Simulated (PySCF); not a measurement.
PySCF input:

```python
from pyscf import gto, scf, dft

mol = gto.M(
    atom='''
    B    -0.01579509    0.40555182   -0.00301507
    Cl   -0.08349558    2.14381667   -0.01593818
    Br    1.67383269   -0.48534880   -0.00895730
    Br   -1.63102126   -0.61386955    0.01712943
    ''',
    basis='def2-tzvpd',
    charge=0,
    spin=0,
    verbose=4,
)

mf = dft.RKS(mol, xc='m062x').density_fit(auxbasis='def2-universal-jkfit')
mf.grids.level = 4
mf.conv_tol = 1e-9
mf.max_cycle = 100
mf.max_memory = 1500
mf.kernel()
if not mf.converged:
    mf = mf.newton()
    mf.kernel(mf.make_rdm1())
mf.analyze()
```

Question: Which total energy does the run end on?

Answer: -5633.54689 Eh (M06-2X/def2-TZVPD).
